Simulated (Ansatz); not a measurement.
A set of 12 reactions (hydrogenolysis), with CCSD(T)/CBS values in kJ/mol:

```json
{"reaction": "`O=C=[N][Al]([F])[F]` + H₂ → `O=C=[N][AlH][F]` + H–F", "ΔE": "155.6"}
{"reaction": "`NC(N)S` + H₂ → `NCS` + NH₃", "ΔE": "-64.5"}
{"reaction": "`N[SiH2]S[SiH2]F` + H₂ → `F[SiH2]S[SiH3]` + NH₃", "ΔE": "39.2"}
{"reaction": "`[SiH3]C[SiH2][SeH]` + H₂ → `[SiH3][SeH]` + `C[SiH3]`", "ΔE": "-9.1"}
{"reaction": "`C[N](C)[Zn][O][SiH3]` + H₂ → `C[N](C)[ZnH]` + `O[SiH3]`", "ΔE": "43.2"}
{"reaction": "`FCC(F)=C(F)F` + H₂ → `FCC=C(F)F` + H–F", "ΔE": "-134.4"}
{"reaction": "`OB(F)CF` + H₂ → `CB(O)F` + H–F", "ΔE": "-127.2"}
{"reaction": "`N[SiH]1SS1` + H₂ → `[SiH2]1SS1` + NH₃", "ΔE": "50.5"}
{"reaction": "`C[SiH2]C(F)Br` + H₂ → `C[SiH2]CBr` + H–F", "ΔE": "-123.4"}
{"reaction": "`[SH][Ge]([SH])([SH])[Cl]` + H₂ → `[SH][GeH]([SH])[SH]` + HCl", "ΔE": "56.7"}
{"reaction": "`N[Si]([SiH3])(Cl)O[SiH3]` + H₂ → `N[SiH]([SiH3])O[SiH3]` + HCl", "ΔE": "96.3"}
{"reaction": "`FC(F)(F)[SiH2]Cl` + H₂ → `FC(F)(F)[SiH3]` + HCl", "ΔE": "70.7"}
```

Isolated molecules relaxed with PBE0-D4/def2-TZVP in Ansatz; ΔE leaves out vibrations. CBS: MP2 limit from def2 TZ/QZ plus the TZ coupled-cluster correction, frozen cores. Small cases extrapolate CCSD(T) itself. Functionals use def2-TZVPP. B3LYP here is the variant with VWN-RPA as its local correlation; programs differ in this. For Br, Ge, Se, Zn outer-core shells are correlated without core-valence functions, which leaves a few kJ/mol of doubt a bond. Scalar relativity is left out up to krypton. One conformer a species, not always the lowest.

**Question.** Give the mean, mean absolute and largest difference (level minus CCSD(T)/CBS, kJ/mol) for: PBE0-D4, B3LYP-D4, ωB97X-V, ωB97M-V, B2PLYP, PBE, PBE0, B3LYP, MP2/def2-TZVPP, SCS-MP2/def2-TZVPP, CCSD(T)/def2-TZVPP, HF/def2-QZVPP, SCS-MP2/def2-QZVPP, CCSD/CBS(def2). (Estimate.)

**Answer.** Computed: 
```json
{"level": "PBE0-D4", "mean": "-0.5", "mean absolute": "5.4", "largest": "-15.8"}
{"level": "B3LYP-D4", "mean": "3.3", "mean absolute": "6.1", "largest": "16.5"}
{"level": "ωB97X-V", "mean": "1.8", "mean absolute": "6.0", "largest": "16.0"}
{"level": "ωB97M-V", "mean": "2.0", "mean absolute": "5.2", "largest": "13.1"}
{"level": "B2PLYP", "mean": "-1.3", "mean absolute": "5.0", "largest": "-13.0"}
{"level": "PBE", "mean": "-1.3", "mean absolute": "10.3", "largest": "-20.3"}
{"level": "PBE0", "mean": "-4.7", "mean absolute": "8.2", "largest": "-19.5"}
{"level": "B3LYP", "mean": "-4.4", "mean absolute": "10.8", "largest": "-22.7"}
{"level": "MP2/def2-TZVPP", "mean": "2.5", "mean absolute": "4.7", "largest": "9.3"}
{"level": "SCS-MP2/def2-TZVPP", "mean": "0.0", "mean absolute": "1.5", "largest": "-4.3"}
{"level": "CCSD(T)/def2-TZVPP", "mean": "-1.6", "mean absolute": "3.3", "largest": "-6.1"}
{"level": "HF/def2-QZVPP", "mean": "-11.6", "mean absolute": "12.5", "largest": "-35.3"}
{"level": "SCS-MP2/def2-QZVPP", "mean": "0.8", "mean absolute": "1.9", "largest": "4.4"}
{"level": "CCSD/CBS(def2)", "mean": "-3.6", "mean absolute": "3.6", "largest": "-6.0"}
```

The largest T1 diagnostic in the set is 0.016, for `O=C=[N][AlH][F]` (customary mark 0.02).

CCSD(T)/CBS is a level of theory with its own doubt, and the functionals carry their triple-zeta basis error, so these figures describe this set and don't rank the functionals.
